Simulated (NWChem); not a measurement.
System: C$_{3}$H$_{5}$BO; SMILES OB1C=CC1

Here is an NWChem input.

```
start job
memory heap 200 mb stack 700 mb global 900 mb
geometry units angstroms noautoz
  O      0.113053    -1.897165     0.000000
  B      0.061984    -0.550856     0.000000
  C      1.134367     0.570213     0.000000
  C      0.118119     1.464566     0.000000
  C     -1.107699     0.562628     0.000000
  H     -0.761333    -2.300543     0.000000
  H      2.211567     0.749048     0.000000
  H      0.143356     2.564460     0.000000
  H     -1.750494     0.651047    -0.893249
  H     -1.750494     0.651047     0.893249
end
basis spherical
  * library 6-31+g*
end
dft
  xc xpbe96 cpbe96
  iterations 150
end
tddft
  nroots 8
  notriplet
end
task tddft energy
```

Parts of the log:

```
             Northwest Computational Chemistry Package (NWChem) 7.3.0
             --------------------------------------------------------

 CS  symmetry detected

                             Geometry "geometry" -> ""
                             -------------------------

 Output coordinates in angstroms (scale by  1.889725989 to convert to a.u.)

  No.       Tag          Charge          X              Y              Z
 ---- ---------------- ---------- -------------- -------------- --------------
    1 O                    8.0000     0.11279302    -1.89600418     0.00000000
    2 B                    5.0000     0.05844407    -0.54982360     0.00000000
    3 C                    6.0000     1.12809256     0.57385478     0.00000000
    4 C                    6.0000     0.10966862     1.46572918     0.00000000
    5 C                    6.0000    -1.11394830     0.56080732     0.00000000
    6 H                    1.0000    -0.76060761    -2.30151131     0.00000000
    7 H                    1.0000     2.20485366     0.75531370     0.00000000
    8 H                    1.0000     0.13222580     2.56568140     0.00000000
    9 H                    1.0000    -1.75695681     0.64765998    -0.89324900
   10 H                    1.0000    -1.75695681     0.64765998     0.89324900

 Effective nuclear repulsion energy (a.u.)     145.9403376559

      Symmetry information
      --------------------

 Group name             Cs
 Group number              2
 Group order               2
 No. of unique centers     9

  pbe96 is a nonlocal functional; adding pw91lda local functional.

                                 NWChem DFT Module
                                 -----------------

 Summary of "ao basis" -> "ao basis" (spherical)
 ------------------------------------------------------------------------------
       Tag                 Description            Shells   Functions and Types
 ---------------- ------------------------------  ------  ---------------------
 O                          6-31+g*                  8       18   4s3p1d
 B                          6-31+g*                  8       18   4s3p1d
 C                          6-31+g*                  8       18   4s3p1d
 H                          6-31+g*                  2        2   2s

      Symmetry analysis of basis
      --------------------------

        a'         73
        a"         27

[...]

                                NWChem TDDFT Module
                                -------------------

            General Information
            -------------------
           No. of orbitals :     200
            Alpha orbitals :     100
             Beta orbitals :     100
        Alpha frozen cores :       0
         Beta frozen cores :       0
     Alpha frozen virtuals :       0
      Beta frozen virtuals :       0
         Spin multiplicity :       1
    Number of AO functions :     100
        Use of symmetry is : off
      Symmetry adaption is : on
         Schwarz screening :  0.10D-07

              XC Information
              --------------
   PerdewBurkeErnzerhof Exchange Functional   1.00
     Perdew 1991 LDA Correlation Functional   1.00 local
    PerdewBurkeErnz. Correlation Functional   1.00 non-local

             TDDFT Information
             -----------------
          Calculation type : TDDFT
         Wavefunction type : Restricted singlets
          No. of electrons :      36
           Alpha electrons :      18
            Beta electrons :      18
              No. of roots :       8
          Max subspacesize :    5600
            Max iterations :     100
               Target root :       1
           Target symmetry : none
      Symmetry restriction : off
                 Algorithm : Optimal
        Davidson threshold :  0.10D-03

    8 smallest eigenvalue differences (eV)
--------------------------------------------------------
  No. Spin  Occ  Vir  Irrep   E(Occ)    E(Vir)   E(Diff)
--------------------------------------------------------
    1    1   18   19 a'       -0.239    -0.060     4.864
    2    1   17   19 a"       -0.250    -0.060     5.167
    3    1   16   19 a"       -0.275    -0.060     5.847
    4    1   18   20 a"       -0.239    -0.023     5.875
    5    1   17   20 a'       -0.250    -0.023     6.178
    6    1   18   21 a"       -0.239     0.001     6.533
    7    1   17   21 a'       -0.250     0.001     6.836
    8    1   16   20 a'       -0.275    -0.023     6.858
--------------------------------------------------------

  Entering Davidson iterations
  Restricted singlet excited states

  Iter   NTrls   NConv    DeltaV     DeltaE      Time
  ----  ------  ------  ---------  ---------  ---------
    1      8       0     0.35E+00   0.10+100       15.5
    2     16       0     0.91E-01   0.14E-01       14.9
    3     32       0     0.27E-01   0.22E-02       19.6
    4     48       0     0.95E-02   0.26E-03       20.1
    5     64       0     0.48E-02   0.40E-04       19.6
    6     80       0     0.24E-02   0.11E-04       20.0
    7     96       2     0.13E-02   0.26E-05       20.1
    8    108       3     0.64E-03   0.75E-06       16.8
    9    118       6     0.29E-03   0.16E-06       15.9
   10    122       7     0.14E-03   0.27E-07       10.6
   11    124       8     0.95E-04   0.46E-08        8.6
  ----  ------  ------  ---------  ---------  ---------
  Convergence criterion met

  Ground state a'       -217.125760791167 a.u.

  ----------------------------------------------------------------------------
  Root   1 singlet a"             0.193387006 a.u.                5.2623 eV
  ----------------------------------------------------------------------------
     Transition Moments    X -0.00000   Y  0.00000   Z  0.01441
     Dipole Oscillator Strength                    0.0000267525
     Electric Quadrupole                           0.0000000035
     Magnetic Dipole                               0.0000004998
     Total Oscillator Strength                     0.0000272559

[...]
```

Level: PBE/6-31+G* (spherical d), full TDDFT. Geometry: optimised at PBE0/def2-SVP.
